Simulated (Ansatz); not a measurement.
Basis-set extrapolation for C$_{2}$H$_{8}$ClNSi$_{2}$, SMILES `C=CN([SiH3])[SiH2]Cl` (PBE0-D4/def2-TZVP geometry, frozen core, Ansatz). Multiplicity 1, RHF reference.

```json
{"": "HF", "def2-TZVPP": "-1172.368789", "def2-QZVPP": "-1172.406350"}
{"": "MP2 correlation", "def2-TZVPP": "-0.970065", "def2-QZVPP": "-1.043826"}
{"": "CCSD(T) correlation", "def2-TZVPP": "-1.082078", "def2-QZVPP": "not run"}
```

Energies in hartree. Use E(X) = E(∞) + A·exp(−7.88·√X) for Hartree–Fock and E(X) = E(∞) + B·X^(−2.97) for correlation, with X = 3 and 4, and add CCSD(T) minus MP2 of the smaller set to the MP2 limit.

**Question.** What is the CCSD(T) energy at the basis-set limit?

**Answer.** HF limit: -1172.406350 + (-0.037561) × 0.13774 = -1172.41152. MP2 limit: -1.043826 + (-0.073761) × 0.74074 = -1.09846. Higher-order term: -1.082078 − (-0.970065) = -0.11201. Total: -1173.62199 hartree, 4.66 eV below CCSD(T)/def2-TZVPP.
